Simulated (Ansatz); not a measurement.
`N#C[CH2][AlH2]` + `[NH2][AlH2]` → `[AlH2][NH][AlH2]` + acetonitrile at 500 K and 1 bar (ligand exchange at the Al–C bond).

Calculated with Ansatz (gas phase, PBE0-D4/def2-TZVP geometries, no zero-point term in ΔE). CBS: MP2 limit from def2 TZ/QZ plus the TZ coupled-cluster correction, frozen cores. This one scheme is used for every species.

```
           species  CCSD(T)/CBS energy (Eh)  H − E (kJ/mol)  S (J/(mol·K))
  `N#C[CH2][AlH2]`               -375.19563           165.2          368.9
     `[NH2][AlH2]`               -299.14566           129.9          289.4
`[AlH2][NH][AlH2]`               -541.78272           152.7          361.8
            `CC#N`               -132.59492           143.3          273.0
```

H − E and S are ideal-gas, rigid-rotor, harmonic terms from PBE0-D4/def2-TZVP. 1 Eh = 2625.50 kJ/mol, R = 8.31446 J/(mol·K).

Question: By hand: ΔE, ΔH, ΔS and ΔG.

Answer: ΔE = (-541.78272) + (-132.59492) − (-375.19563) − (-299.14566) = -0.03635 Eh = -95.4 kJ/mol. Δ(H − E) = 152.7 + 143.3 − 165.2 − 129.9 = 0.9, so ΔH = -94.5 kJ/mol. ΔS = 361.8 + 273.0 − 368.9 − 289.4 = -23.5 J/(mol·K). ΔG = -94.5 − 500 × (-23.5)/1000 = -82.8 kJ/mol.

Question: By hand: the equilibrium constant, and the temperature at which ΔG would vanish if ΔH and ΔS stayed fixed.

Answer: log₁₀ K = −ΔG/(RT ln 10) = 8.6. ΔG = 0 at ΔH/ΔS = 4021 K, far beyond where these terms or the molecules hold.

ΔH outweighs TΔS. A doubt of 5 kJ/mol in ΔE shifts log₁₀ K by 0.5 here. Modes under 60 cm⁻¹, often nearly free rotors, make the harmonic entropy too high. These are equilibria of isolated gas molecules and say nothing of rates. Largest T1 diagnostic: 0.013 (customary marks: 0.02 for closed shells, 0.045 for open ones).
